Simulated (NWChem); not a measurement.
Basis-set dependence for HSi (+1)

```xyz
2

Si     0.0000     0.0000     0.1028
H      0.0000     0.0000    -1.4391
```
Charge +1, spin multiplicity 1.

Program: NWChem. Structure: optimised with PBE/def2-SVP, a minimum by its harmonic frequencies.

Hartree-Fock energies in Ha, correlation energies in mHa.

The correlated methods keep 5 core orbitals frozen. The structure started from a generated list of species. No row is a measurement; the coupled-cluster row has its own basis-set and correlation limits.

```json
[
 {"basis": "3-21G", "functions": "15", "RHF": "-287.63016", "MP2": "-33.6", "SCS-MP2": "-39.7", "CCSD": "-52.6", "CCSD+T(CCSD)": "-52.9", "CCSD(T)": "-52.9", "CR-CCSD[T]": "-52.9", "CR-CCSD(T)": "-52.9", "CCSDT": "-53.0"},
 {"basis": "def2-SVP", "functions": "23", "RHF": "-289.05831", "MP2": "-58.2", "SCS-MP2": "-67.1", "CCSD": "-81.7", "CCSD+T(CCSD)": "-82.9", "CCSD(T)": "-82.9", "CR-CCSD[T]": "-82.8", "CR-CCSD(T)": "-82.8", "CCSDT": "-83.2"},
 {"basis": "def2-TZVP", "functions": "43", "RHF": "-289.15844", "MP2": "-66.2", "SCS-MP2": "-76.1", "CCSD": "-89.4", "CCSD+T(CCSD)": "-91.0", "CCSD(T)": "-90.9", "CR-CCSD[T]": "-90.8", "CR-CCSD(T)": "-90.8", "CCSDT": "-91.3"},
 {"basis": "def2-QZVP", "functions": "100", "RHF": "-289.16694", "MP2": "-74.7", "SCS-MP2": "-86.0", "CCSD": "-95.6", "CCSD+T(CCSD)": "-97.5", "CCSD(T)": "-97.4", "CR-CCSD[T]": "-97.3", "CR-CCSD(T)": "-97.3", "CCSDT": "not run"}
]
```

From def2-TZVP to def2-QZVP the Hartree-Fock energy moves by -8.5 mHa and the MP2 correlation energy by -8.5 mHa, which is 11 % of its value in the larger set.
